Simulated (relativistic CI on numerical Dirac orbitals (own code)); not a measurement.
Pt4+: L2,3 absorption edge

Computed with this model: Dirac-Coulomb-Breit CI, separate exchange-only KLI orbitals for each configuration, QED by a radiative potential, valence Slater integrals scaled by 0.9, multiplet model of core-to-valence dipole absorption; configurations [Xe] 4f14 5d6 → [He] 2s2 2p5 3s2 3p6 3d10 4s2 4p6 4d10 4f14 5s2 5p6 5d7; 300 K; Lorentzian 5 eV and Gaussian 1 eV FWHM. Energies are those of the free ion, without screening or charge transfer. The branching ratio is the share of the lower-energy edge in the whole absorption, uncertain by about 0.02 where the edges overlap. S is read from ⟨S²⟩ = S(S + 1).

Computed curve for free ion, scaled to 100 at the maximum (points under 2 are left out and the grid is thinned):

(Energy (eV), Intensity): (11546.0, 2.0), (11547.0, 2.2), (11547.5, 2.4), (11548.5, 2.7), (11549.5, 3.0), (11550.0, 3.2), (11551.0, 3.7), (11552.0, 4.3), (11552.5, 4.6), (11553.5, 5.5), (11554.5, 6.5), (11555.0, 7.2), (11556.0, 8.8), (11557.0, 11.1), (11557.5, 12.5), (11558.5, 16.4), (11559.5, 22.1), (11560.0, 26.1), (11561.0, 37.3), (11562.0, 54.5), (11562.5, 65.3), (11563.5, 87.6), (11564.5, 100.0), (11565.0, 99.8), (11566.0, 87.9), (11567.0, 67.8), (11567.5, 57.6), (11568.5, 40.4), (11569.5, 28.3), (11570.0, 23.9), (11571.0, 17.6), (11571.5, 15.2), (11572.5, 11.7), (11573.5, 9.3), (11574.0, 8.3), (11575.0, 6.8), (11576.0, 5.7), (11576.5, 5.2), (11577.5, 4.4), (11578.5, 3.8), (11579.0, 3.5), (11580.0, 3.1), (11581.0, 2.7), (11581.5, 2.6), (11582.5, 2.3), (11583.5, 2.1), (13269.5, 2.1), (13270.5, 3.0), (13271.5, 4.3), (13272.0, 5.2), (13273.0, 7.6), (13274.0, 10.0), (13274.5, 10.7), (13275.5, 10.3), (13276.5, 8.3), (13277.0, 7.1), (13278.0, 5.0), (13279.0, 3.5), (13279.5, 3.0), (13280.5, 2.1)

The ground state has S = 1.85, and the centroid lies at 11724.19 eV.
